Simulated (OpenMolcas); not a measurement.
# Nd: thermal populations, the spin-orbit constant, worked from levels

```
Program             : OpenMolcas
Basis               : ANO-RCC-VQZP [9s8p6d4f3g2h]
Scalar Hamiltonian  : DKH2, point nucleus
Active space        : 4 electrons in 7 orbitals (4f)
State averaging     : 2S+1 = 5 even, 35 roots; 2S+1 = 3 even, 210 roots (117 in the spin-orbit step); 2S+1 = 1 even, 196 roots (75 in the spin-orbit step)
Spin-orbit coupling : state interaction with AMFI integrals over the reference wave functions, term energies averaged over their components
```

Methods: CASSCF; MS-CASPT2, IPEA 0.25 Eh, imaginary shift 0.1 Eh (closed shells correlated: 5s 5p 6s). Measured levels: NIST Handbook of Basic Atomic Spectroscopic Data.

**Thermal populations.** Z = Σ (2J + 1) exp(-E/kT) with k = 0.695035 cm-1/K, over the levels below. No other level of either list lies under 6710 cm-1, which is above 7 kT at each temperature.

```
      Level  2J + 1  MS-CASPT2  measured
4f⁴ 6s² ⁵I₄       9        0.0       0.0
4f⁴ 6s² ⁵I₅      11       1228      1128
4f⁴ 6s² ⁵I₆      13       2580      2367
4f⁴ 6s² ⁵I₇      15       4010      3682
4f⁴ 6s² ⁵I₈      17       5490      5049
```

| T (K) | Z, MS-CASPT2 | Z, measured levels | Ground level (%), MS-CASPT2 | Ground level (%), measured levels |
| --- | --- | --- | --- | --- |
| 1000 | 11.250 | 11.689 | 80.0 | 77.0 |

At 1000 K, kT = 695 cm-1, and the computed levels give Z = 9.000 + 1.880 + 0.318 + 0.047 + 0.006 = 11.250.

**The spin-orbit constant.** For the Hund term ⁵I of f4, E(J) = (A/2) J(J+1) + constant and ζ = 2S·A = 4A. From J = 4 to J = 8 the energy changes by 26 A.

```json
{"Source": "CASSCF", "E(8) - E(4)": "5495.2", "A": "211.4", "ζ": "845"}
{"Source": "MS-CASPT2", "E(8) - E(4)": "5489.5", "A": "211.1", "ζ": "845"}
{"Source": "measured", "E(8) - E(4)": "5048.6", "A": "194.2", "ζ": "777"}
```

All in cm-1. MS-CASPT2 is off by +8.7 % and CASSCF by +8.8 %. Both methods take the spin-orbit matrix elements from the reference wave functions, so the second can move ζ only through the term energies and any multistate remixing. Second-order mixing with other terms is absorbed into this ζ.

CASPT2 breaks the degeneracy within a term, and the mean is taken; among the terms shown or strongly mixed into the levels shown the widest spread is 1700 cm-1 (4f⁴ 6s² ⁵I, MS-CASPT2). High states are left out of the spin-orbit mixing, which shifts the levels that they would mix with. With the s shell closed, the reference lacks s² → p² mixing. Without dynamic correlation excited terms often stand tens of per cent too high (terms of higher spin than the ground term too low), and those without a measured partner can miss by more than the paired ones (holds for CASSCF). Blocks of more than 70 roots (2S+1 = 3 even, 1 even) ran without multistate coupling (holds for MS-CASPT2). Measured partners are found by configuration, term and J. A level has none where our copy of the source lacks it or the pairing is in doubt (some pairs that miss far off the trend of their configuration count as doubtful), and it then counts in no deviation. Only configurations of the active space appear.
